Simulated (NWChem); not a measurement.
System: NH$_{2}$TeBr; SMILES N[Te]Br

NWChem input:

```
start job
memory heap 200 mb stack 900 mb global 1100 mb
geometry units angstroms noautoz
  Te     0.283860     0.836175     0.000000
  Br     0.030174    -1.701294     0.000000
  N     -1.595919     1.511298     0.000000
  H     -2.131733     1.306457     0.839658
  H     -2.131733     1.306457    -0.839658
end
basis spherical
  * library def2-svpd
end
ecp
  Te library def2-ecp
end
dft
  xc xcamb88 1.00 lyp 0.81 vwn_5 0.19 hfexch 1.00
  cam 0.33 cam_alpha 0.19 cam_beta 0.46
  iterations 150
end
tddft
  cis
  nroots 6
  notriplet
end
task tddft energy
```

Coordinates come from a PBE0/def2-SVP optimisation. No frequency run checked for a minimum. def2 effective core potentials on Te; no spin-orbit coupling.

Vertical excitations in the gas phase.

Task: What results follow from this input? (CAM-B3LYP/def2-SVPD with def2 effective core potentials on Te, TDA.) Quantities: lowest excitation, singlet (eV); oscillator strength of that lowest state; orbital gap (eV).

Result: 
```json
{
  "lowest excitation, singlet (eV)": "2.58",
  "oscillator_strength_of_that_lowest_state": "0.001",
  "orbital gap (eV)": "6.16"
}
```
